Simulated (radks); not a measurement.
Results of a calculation; reference values are marked as such.
Coulomb parameter of the 4f shell of the thulium ion Tm+ in the model configuration [Xe] 4f11 6s1 6p2, as a second difference U = [E(n + 0.5) + E(n - 0.5) - 2 E(n)] / (0.5)^2 with all orbitals relaxed. "Bare": the charge of the atom changes with n. "Screened": the 6p shell takes up the change at fixed total charge, which measures U(4f,4f) + U(6p,6p) - 2 U(4f,6p). Code: a radial shooting solver on a logarithmic mesh with Libxc functionals. Model: scalar-relativistic Kohn-Sham, LDA (Slater exchange, Perdew-Wang correlation), spin-unpolarised, spherical densities, finite nucleus; Fermi nuclear charge, rms radius 5.2256 fm.

case	configuration	E - E(n) (eV)
start	[Xe] 4f11 6s1 6p2	0.000
bare +0.5	[Xe] 4f11.5 6s1 6p2	-13.531
bare -0.5	[Xe] 4f10.5 6s1 6p2	18.214
screened +0.5	[Xe] 4f11.5 6s1 6p1.5	-10.156
screened -0.5	[Xe] 4f10.5 6s1 6p2.5	12.827

U(bare) = 18.733 eV, U(screened by 6p) = 10.684 eV, against the Slater integral F0(4f,4f) = 35.301 eV with frozen orbitals.
